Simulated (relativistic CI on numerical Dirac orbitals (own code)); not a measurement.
**Sc³⁺ in a cubic cluster: 2p photoemission with charge transfer**

Computed with a charge-transfer multiplet model of a cubic metal-ligand cluster with up to 2 ligand holes, Slater and spin-orbit integrals from Dirac-Coulomb-Breit ions, Slater integrals scaled by 0.8. The ground state mixes d0 with configurations of k ligand holes L, whose averages lie at kΔ + k(k − 1)U_dd/2; a core hole lowers each added d electron by U_cd. 300 K, Lorentzian 0.6 eV and Gaussian 0.8 eV FWHM.

Atomic integrals in eV (Slater integrals scaled, ζ unscaled), ground: F2dd 4.710, F4dd 2.885, zeta_d 0.005; with the core hole: F2dd 4.710, F4dd 2.885, zeta_d 0.020, zeta_core 3.003, F2cd 4.113, G1cd 2.955, G3cd 1.675. Where a configuration has fewer than two d electrons, the dd integrals are those of d2.

Cluster parameters (eV): Δ = 6.8, U_dd = 4.4, 10Dq = 0.55, 10Dq(ligand) = 0.9, V(eg) = 2.1, V(t2g) = -1.05, final-state hopping factor = 1.

| Case | n_d | d0 | d1L | d2L2 | S |
| --- | --- | --- | --- | --- | --- |
| U_cd = 5 eV | 0.33 | 0.70 | 0.28 | 0.03 | 0.00 |
| U_cd = 5.6 eV | 0.33 | 0.70 | 0.28 | 0.03 | 0.00 |
| U_cd = 6.8 eV | 0.33 | 0.70 | 0.28 | 0.03 | 0.00 |

Weights, n_d and S are thermal averages at 300 K. Binding energies count from the first peak over 30 % of the highest in each spectrum, which can be another peak from case to case. The parameters are a model scan and need not match a compound or its usual spin state. Peaks in eV (height, largest 100):
- U_cd = 5 eV: 0.0 (100), 4.4 (38), 8.4 (12), 13.0 (6)
- U_cd = 5.6 eV: 0.0 (100), 4.3 (36), 8.4 (16), 13.0 (8)
- U_cd = 6.8 eV: 0.0 (100), 4.8 (33), 8.6 (25), 13.2 (12)

Curve for U_cd = 5 eV (points under 2 left out, the grid thinned):

```csv
E (eV),Intensity
-2.8,2.0
-2.5,2.5
-2.2,3.2
-1.8,4.9
-1.5,7.1
-1.2,11.6
-0.8,27.6
-0.5,54.4
-0.2,87.9
0.1,99.9
0.4,77.0
0.8,34.7
1.1,17.7
1.4,10.3
1.8,6.4
2.1,5.2
2.4,4.8
2.7,5.1
3.0,6.6
3.4,12.2
3.7,20.5
4.0,30.6
4.4,38.0
4.7,34.4
5.0,27.0
5.3,21.0
5.6,16.4
6.0,10.4
6.3,7.4
6.6,5.8
7.0,4.6
7.3,4.4
7.6,5.4
7.9,8.1
8.2,11.5
8.6,11.4
8.9,7.9
9.2,4.6
9.6,2.5
12.2,2.1
12.5,3.6
12.8,5.3
13.1,5.7
13.5,3.6
13.8,2.0
```

A d0 ion has no d-d gap: its lowest excitations are ligand-to-metal charge transfer. With the core hole the configuration with one ligand hole lies at Δ − U_cd = 1.8, 1.2, 0.0 eV from the one without, in the order of the table; where this is negative the screened configuration lies lower, though the effective hopping of about 4.8 eV (from the holes of the mixed ground state) mixes the two strongly wherever it is as large as the gap.
